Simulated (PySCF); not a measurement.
**Variants of one PySCF input: Si**

Base input, run as `OMP_NUM_THREADS=1 python input.py` with PySCF 2.14:

```python
from pyscf import gto, scf
from pyscf.prop.polarizability import uhf as pol

mol = gto.M(
    atom='Si 0 0 0',
    basis='jorge-tzp-dkh',
    charge=0,
    spin=2,
    verbose=4,
)
mf = scf.UHF(mol)
mf = mf.sfx2c1e()
mf = mf.density_fit(auxbasis='def2-universal-jkfit')
mf.kernel()
print('polarizability (a.u.)')
print(pol.Polarizability(mf).polarizability().round(4))
mf.dip_moment()
print('orbital energies (hartree):', [e[max(0, n-3):n+3].round(4) for e, n in zip(mf.mo_energy, mol.nelec)])
```

Base result: E(SCF) = -289.456956 Eh, 8 cycles, ⟨S²⟩ = 2.014, α(xx, yy, zz) = 25.3, 25.8, 25.8 bohr³. No search for the lowest solution was made.

Hardware: Intel Xeon Platinum 8375C @ 2.90GHz, 1 thread, shared host. Wall time 1 s, peak memory 0.13 GiB.

Each row names what differs from the base; energies in brackets are changes from the base.

| change | result | wall time (s) |
| --- | --- | --- |
| functional: none (Hartree–Fock) → revpbe; SCF type: UHF → UKS; step after the SCF: polarizability → analyze | E(SCF) = -289.930699 Eh, 7 cycles, ⟨S²⟩ = 2.004 | 1.5 |
| spin (2S): 2 → 16 [unsound on purpose] | stops with AssertionError | 0.76 |
| electric field along z (a.u.): none → 0.005 | E(SCF) = -289.457279 Eh (-0.0088 eV), 10 cycles, ⟨S²⟩ = 2.014, α(xx, yy, zz) = 25.4, 25.8, 25.8 bohr³ | 0.96 |
| second-order solver: off → on | E(SCF) = -289.456956 Eh (+0.0000 eV), 2 cycles, ⟨S²⟩ = 2.014, α(xx, yy, zz) = 25.3, 25.8, 25.8 bohr³ | 1 |
| functional: none (Hartree–Fock) → tpssh; SCF type: UHF → UKS; step after the SCF: polarizability → analyze | E(SCF) = -289.994444 Eh, 7 cycles, ⟨S²⟩ = 2.006 | 1.8 |
| Cartesian functions: off → on | E(SCF) = -289.457503 Eh (-0.0149 eV), 9 cycles, ⟨S²⟩ = 2.014, α(xx, yy, zz) = 26.3, 30.3, 29.6 bohr³ | 1.1 |
| electric field along z (a.u.): none → 0.001 | E(SCF) = -289.456969 Eh (-0.0004 eV), 9 cycles, ⟨S²⟩ = 2.014, α(xx, yy, zz) = 25.3, 25.8, 25.8 bohr³ | 0.97 |
| cycle limit: 50 → 2 [unsound on purpose] | not converged: SCF after 2 cycles | 0.99 |
| functional: none (Hartree–Fock) → m11; SCF type: UHF → UKS; step after the SCF: polarizability → analyze | stops with KeyError ("LibXCFunctional: name 'M11' not found.") | 0.78 |
| step after the SCF: polarizability → eomee; frozen orbitals: default → 5; number of roots: default → 3 | E(SCF) = -289.456956 Eh (+0.0000 eV), 8 cycles, E(CCSD) − E(SCF) = -0.07485 Eh, ⟨S²⟩ = 2.014, excitation roots 0.014, 0.300, 0.300 eV | 13 |
| basis set: jorge-tzp-dkh → ano-rcc-vdzp | E(SCF) = -289.460482 Eh (-0.0959 eV), 8 cycles, ⟨S²⟩ = 2.015, α(xx, yy, zz) = 25.7, 26.4, 23.9 bohr³ | 0.82 |
| basis set: jorge-tzp-dkh → cc-pvdz; spin-free X2C: on → off | E(SCF) = -288.850080 Eh, 8 cycles, ⟨S²⟩ = 2.011, α(xx, yy, zz) = 21.4, 21.3, 21.3 bohr³ | 0.68 |
| functional: none (Hartree–Fock) → slater,; SCF type: UHF → UKS; step after the SCF: polarizability → analyze [unsound on purpose] | E(SCF) = -287.772430 Eh, 8 cycles, ⟨S²⟩ = 2.004 | 1.2 |
| basis set: jorge-tzp-dkh → tzvp-def2 [unsound on purpose] | stops with BasisNotFoundError (tzvp-def2) | 0.93 |
| basis set: jorge-tzp-dkh → def2-tzvpp; spin-free X2C: on → off | E(SCF) = -288.850846 Eh, 8 cycles, ⟨S²⟩ = 2.015, α(xx, yy, zz) = 26.5, 27.4, 28.0 bohr³ | 0.83 |
| charge: 0 → -1; spin (2S): 2 → 3 [another spin of the ion may lie lower] [no diffuse functions for the anion] [a high spin state] | E(SCF) = -289.481854 Eh (-0.6775 eV), 8 cycles, ⟨S²⟩ = 3.751, α(xx, yy, zz) = 33.5, 33.5, 33.5 bohr³ | 0.96 |
| electric field along z (a.u.): none → 0.01 | E(SCF) = -289.458245 Eh (-0.0351 eV), 10 cycles, ⟨S²⟩ = 2.014, α(xx, yy, zz) = 25.6, 25.8, 25.7 bohr³ | 0.96 |
| smearing width (hartree): none → 0.001; step after the SCF: polarizability → none [smearing does not keep the typed spin] | E(SCF) = -289.233563 Eh (+6.0788 eV), 10 cycles | 0.82 |
| electric field along z (a.u.): none → 0.2 [unsound on purpose] [may be another electronic state] | E(SCF) = -289.940768 Eh (-13.1652 eV), 10 cycles, ⟨S²⟩ = 2.047, α(xx, yy, zz) = 23.1, 23.1, 18.9 bohr³ | 1 |
| basis set: jorge-tzp-dkh → x2c-svpall | E(SCF) = -289.348326 Eh (+2.9560 eV), 8 cycles, ⟨S²⟩ = 2.009, α(xx, yy, zz) = 21.8, 21.9, 20.8 bohr³ | 0.86 |
| functional: none (Hartree–Fock) → lda,vwn; SCF type: UHF → UKS; step after the SCF: polarizability → analyze | not converged: SCF after 50 cycles | 3 |

Task: Order these changes by how far they move the SCF energy from the base, largest first: (1) Cartesian functions: off → on; (2) electric field along z (a.u.): none → 0.001; (3) electric field along z (a.u.): none → 0.005; (4) electric field along z (a.u.): none → 0.01.

Result: (4) -0.0351 eV, (1) -0.0149 eV, (3) -0.0088 eV, (2) -0.0004 eV.
